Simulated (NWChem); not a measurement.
The numbers come from NWChem runs, not from measurements. System: HBF2, charge 0, spin multiplicity 1, at a geometry optimised with PBE0/def2-SVP. The structure started from a generated list of species. Level: CCSD(T)/def2-TZVPP, 3 core orbitals frozen.

NWChem printed:

```
             Northwest Computational Chemistry Package (NWChem) 7.3.0
             --------------------------------------------------------

                                NWChem Input Module
                                -------------------

 Scaling coordinates for geometry "geometry" by  1.889725989
 (inverse scale =  0.529177249)

 Turning off AUTOSYM since
 SYMMETRY directive was detected!

                             Geometry "geometry" -> ""
                             -------------------------

 Output coordinates in angstroms (scale by  1.889725989 to convert to a.u.)

  No.       Tag          Charge          X              Y              Z
 ---- ---------------- ---------- -------------- -------------- --------------
    1 B                    5.0000     0.00000000     0.00000000     0.45707100
    2 H                    1.0000     0.00000000     0.00000000     1.65911200
    3 F                    9.0000    -1.12498300     0.00000000    -0.21913700
    4 F                    9.0000     1.12498300     0.00000000    -0.21913700

 Effective nuclear repulsion energy (a.u.)      61.8869169027

            Nuclear Dipole moment (a.u.)
            ----------------------------
        X                 Y               Z
 ---------------- ---------------- ----------------
     0.0000000000     0.0000000000     0.0000018897

      Symmetry information
      --------------------

 Group name             C2v
 Group number             16
 Group order               4
 No. of unique centers     3

      Symmetry unique atoms

     1    2    3


 Summary of "ao basis" -> "" (spherical)
 ------------------------------------------------------------------------------
       Tag                 Description            Shells   Functions and Types
 ---------------- ------------------------------  ------  ---------------------
 *                         def2-tzvpp                 on all atoms

 Summary of "ao basis" -> "ao basis" (spherical)
 ------------------------------------------------------------------------------
       Tag                 Description            Shells   Functions and Types
 ---------------- ------------------------------  ------  ---------------------
 B                         def2-tzvpp               11       31   5s3p2d1f
 H                         def2-tzvpp                6       14   3s2p1d
 F                         def2-tzvpp               11       31   5s3p2d1f

                                 NWChem SCF Module
[...]
     2   1 0 1     -0.000000      0.000000      0.000000
     2   0 2 0    -10.511755      0.000000      0.000000
     2   0 1 1     -0.000000      0.000000      0.000000
     2   0 0 2    -11.707359      0.000000     16.646875

                   NWChem Extensible Many-Electron Theory Module
                   ---------------------------------------------


            General Information
            -------------------
      Number of processors :     1
         Wavefunction type : Restricted Hartree-Fock
          No. of electrons :    24
           Alpha electrons :    12
            Beta electrons :    12
           No. of orbitals :   214
            Alpha orbitals :   107
             Beta orbitals :   107
        Alpha frozen cores :     3
         Beta frozen cores :     3
     Alpha frozen virtuals :     0
      Beta frozen virtuals :     0
         Spin multiplicity : singlet
    Number of AO functions :   107
       Number of AO shells :    39
        Use of symmetry is : on
      Symmetry adaption is : on
         Schwarz screening : 0.10D-09

          Correlation Information
          -----------------------
          Calculation type : Coupled-cluster singles & doubles w/ perturbation
   Perturbative correction : (T)
            Max iterations :      100
        Residual threshold : 0.10D-05
     T(0) DIIS level shift : 0.00D+00
     L(0) DIIS level shift : 0.00D+00
     T(1) DIIS level shift : 0.00D+00
     L(1) DIIS level shift : 0.00D+00
     T(R) DIIS level shift : 0.00D+00
     T(I) DIIS level shift : 0.00D+00
   CC-T/L Amplitude update :  5-th order DIIS
                I/O scheme : Global Array Library
        L-threshold :  0.10D-05
        EOM-threshold :  0.10D-05
 no EOMCCSD initial starts read in
 TCE RESTART OPTIONS
 SLICE:      F
 D4D5:       F
 quantumc:   F
 qrotation:  F
 pwtce:      F
 qducc:      F
 nacto:                         0
 nrotv:                         0
 nrot:                          0

            Memory Information
            ------------------
          Available GA space size is     249025351 doubles
          Available MA space size is     104853196 doubles

 Maximum block size supplied by input
 Maximum block size        24 doubles

 tile_dim =     19

 -------------------------------------------------

 Global array virtual files algorithm will be used

 Parallel file system coherency ......... OK

 4-electron integrals stored in orbital form

 v2    file size   =          5958907
 4-index algorithm nr.  13 is used
 imaxsize =       30
 imaxsize ichop =        0


CCSD iterations
 ---------------------------------------------------------
 Iter          Residuum       Correlation     Cpu    Wall
 ---------------------------------------------------------
    1   0.2006265747580  -0.5951720097546     0.9     0.9
    2   0.0425144756909  -0.5938375683070     0.9     0.9
    3   0.0125082528146  -0.6021382477793     0.9     0.9
    4   0.0052933911240  -0.6025148472566     0.9     0.9
    5   0.0018198194360  -0.6031440788750     0.9     0.9
    6   0.0006804945711  -0.6032756065408     0.9     0.9
    7   0.0003973735760  -0.6032987300489     0.9     0.9
    8   0.0001638938547  -0.6033088574890     0.9     0.9
    9   0.0001101401516  -0.6033090286399     0.9     0.9
   10   0.0000518420080  -0.6033130921859     0.9     0.9
   11   0.0000060862202  -0.6033155026173     0.9     0.9
   12   0.0000020727152  -0.6033155304119     0.9     0.9
   13   0.0000009758033  -0.6033155678864     0.9     0.9
 -----------------------------------------------------------------
 Iterations converged
 CCSD correlation energy / hartree =        -0.603315567886404
 CCSD total energy / hartree       =      -224.969288299831618

 Singles contributions

 Doubles contributions
 CCSD(T)
 Using plain CCSD(T) code
             total no. of tasks         1540
 total no. of tasks / no. procs         1540
                         wl_min         2197           3.6
                         wl_max       415872           8.6
        thresh for no. of tasks         1540

 CCSD[T]  correction energy / hartree =        -0.018323672778380
 CCSD[T] correlation energy / hartree =        -0.621639240664784
 CCSD[T] total energy / hartree       =      -224.987611972610011
 CCSD(T)  correction energy / hartree =        -0.017039648764217
 CCSD(T) correlation energy / hartree =        -0.620355216650621
 CCSD(T) total energy / hartree       =      -224.986327948595829

 Task  times  cpu:       42.6s     wall:       42.6s

 Total times  cpu:       42.7s     wall:       42.7s
```

Write an NWChem input that would produce this output.

Several could match; the one computed here: 
```
start mol
memory heap 100 mb stack 700 mb global 1900 mb
geometry units angstroms nocenter noautoz
  B      0.000000     0.000000     0.457071
  H      0.000000     0.000000     1.659112
  F     -1.124983     0.000000    -0.219137
  F      1.124983     0.000000    -0.219137
  symmetry group C2v
end
basis spherical
  * library def2-tzvpp
end
scf
  rhf
  nopen 0
  maxiter 100
  thresh 1e-7
  semidirect memsize 60000000 filesize 0
end
tce
  freeze core 3
  ccsd(t)
  2eorb
  2emet 13
  thresh 1e-6
  maxiter 100
  tilesize 24
end
task tce energy
```
